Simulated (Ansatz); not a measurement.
Two isomers of CH5FGeOS: A = `C[O][GeH]([F])[SH]`, B = `[OH][GeH]([SH])[CH2]F`.

Calculated with Ansatz (gas phase, PBE0-D4/def2-TZVP geometries, no zero-point term in ΔE). CCSD(T)/CBS is the MP2 limit (def2-TZVPP, def2-QZVPP) plus CCSD(T) − MP2 in def2-TZVPP, frozen cores. Functionals use def2-TZVPP. B3LYP here is the variant with VWN-RPA as its local correlation; programs differ in this. For Ge outer-core shells are correlated without core-valence functions, which leaves a few kJ/mol of doubt a bond. Scalar relativity is left out up to krypton. One conformer a species, not always the lowest.

(1) Which isomer does CCSD(T)/CBS put lower? Give the gap. (Estimate.)

(2) Give E(B) − E(A) in kJ/mol with r2SCAN-D4, PBE-D4, CCSD(T)/def2-TZVPP, B3LYP-D4, B3LYP, MP2/def2-TZVPP, HF/def2-TZVPP. (Best estimate.)

Largest T1 diagnostic: 0.012.

## Answers

(1) Computed: A, by 95.0 kJ/mol.

(2) Ansatz gave: r2SCAN-D4 96.1, PBE-D4 87.7, CCSD(T)/def2-TZVPP 95.9, B3LYP-D4 95.5, B3LYP 95.5, MP2/def2-TZVPP 99.2, HF/def2-TZVPP 107.7. None reverses the order clearly.

In def2-TZVPP, CCSD(T) changes the Hartree–Fock value by −11.8 kJ/mol (the triples alone add −0.4 kJ/mol) and MP2 by −8.5 kJ/mol.
